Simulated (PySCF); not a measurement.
C3H9InS2, SMILES C[S][In]([CH3])[S]C.

The structure is a stationary point at B3LYP-D3(BJ)/def2-SVP. The def2 effective core potentials stand for the cores of In; spin–orbit coupling is left out. The values are those of a single conformer.

All values below come from TDA-PBE0/def2-SVPD run with PySCF.

Vertical excitations. Isolated molecule, no solvent.

```
state  energy (eV)  λ (nm)      f                            main pairs
-----  -----------  ------  -----  ------------------------------------
S1            4.31     288  0.000                        HOMO→LUMO 97 %
S2            4.60     270  0.024    HOMO→LUMO+1 84 %, HOMO−2→LUMO 13 %
S3            4.69     265  0.037                      HOMO−1→LUMO 96 %
S4            4.99     248  0.006                    HOMO−1→LUMO+1 88 %
S5            5.15     241  0.000                    HOMO−2→LUMO+1 98 %
S6            5.45     227  0.000  HOMO−3→LUMO+1 76 %, HOMO→LUMO+2 15 %
T1            4.02     309      0                        HOMO→LUMO 91 %
T2            4.10     302      0                      HOMO→LUMO+1 96 %
```
Triplets are in the Tamm–Dancoff approximation.
